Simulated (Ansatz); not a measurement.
`CB[Si](F)(F)F` + `C=N` → `C=NBC` + `F[SiH](F)F` at 600 K and 1 bar (cleavage of the B–Si bond).

Calculated with Ansatz (gas phase, PBE0-D4/def2-TZVP geometries, no zero-point term in ΔE). CCSD(T)/CBS adds triple-zeta CCSD(T) − MP2 to the extrapolated MP2 energy (def2 sets, frozen cores). This one scheme is used for every species. One conformer a species, not always the lowest.

| species | CCSD(T)/CBS energy (Eh) | H − E (kJ/mol) | S (J/(mol·K)) |
| --- | --- | --- | --- |
| `CB[Si](F)(F)F` | -653.90979 | 219.1 | 472.6 |
| `C=N` | -94.52360 | 129.6 | 259.4 |
| `C=NBC` | -159.21633 | 260.4 | 375.5 |
| `F[SiH](F)F` | -589.26725 | 84.1 | 330.7 |

H − E and S are ideal-gas, rigid-rotor, harmonic terms from PBE0-D4/def2-TZVP, for one conformer and one mirror image of each species. 1 Eh = 2625.50 kJ/mol, R = 8.31446 J/(mol·K).

**Question.** By hand: ΔE, ΔH, ΔS and ΔG.

**Answer.** ΔE = (-159.21633) + (-589.26725) − (-653.90979) − (-94.52360) = -0.05019 Eh = -131.8 kJ/mol. Δ(H − E) = 260.4 + 84.1 − 219.1 − 129.6 = -4.2, so ΔH = -136.0 kJ/mol. ΔS = 375.5 + 330.7 − 472.6 − 259.4 = -25.8 J/(mol·K). ΔG = -136.0 − 600 × (-25.8)/1000 = -120.5 kJ/mol.

**Question.** By hand: the equilibrium constant, and the temperature at which ΔG would vanish if ΔH and ΔS stayed fixed.

**Answer.** log₁₀ K = −ΔG/(RT ln 10) = 10.5. ΔG = 0 at ΔH/ΔS = 5271 K, far beyond where these terms or the molecules hold.

ΔH outweighs TΔS. A doubt of 5 kJ/mol in ΔE shifts log₁₀ K by 0.4 here. Other conformers and mirror images would add mixing entropy, several J/(mol·K) or more a flexible species. Modes under 60 cm⁻¹, often nearly free rotors, make the harmonic entropy too high. These are equilibria of isolated gas molecules and say nothing of rates. Largest T1 diagnostic: 0.014 (customary marks: 0.02 for closed shells, 0.045 for open ones).
